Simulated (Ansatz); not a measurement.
In3⁺, relaxed as a triplet with UKS PBE-D4/def2-SVP in Ansatz, starting from the PBE-D4/def2-SVP geometry of the charge +1 singlet. Force threshold 0.02 eV/Å.

In the def2 sets In takes a core potential; there is no spin–orbit coupling. The structure comes from a short search, and lower isomers may exist.

Start:

```tsv
atom	x (Å)	y (Å)	z (Å)
In1	1.279	-0.625	-1.548
In2	-0.648	-1.379	1.450
In3	-0.631	2.004	0.098
```

(1) Estimate the energy that the relaxation releases and the steps that it takes.

(2) Does the start keep its bonding and symmetry?

(3) Predict the relaxed structure.

Results:

(1) 3.3 kcal/mol, in 8 steps; 49 s on 2 threads of AMD EPYC 7R43 on a shared host. No frequencies were taken in this run, so the end may be a saddle point.

(2) Bonds formed: In1–In2, In1–In3, In2–In3 (atoms count from 1). Point group D3h at the start, D3h at the end, both within 0.05 Å.

(3) 
```
atom    x (Å)    y (Å)    z (Å)
 In1   1.1656  -0.5697  -1.4106
 In2  -0.5903  -1.2563   1.3216
 In3  -0.5753   1.8259   0.0891
```
Bond lengths (bridged metal pairs left out): 3 × In–In 3.32 Å.
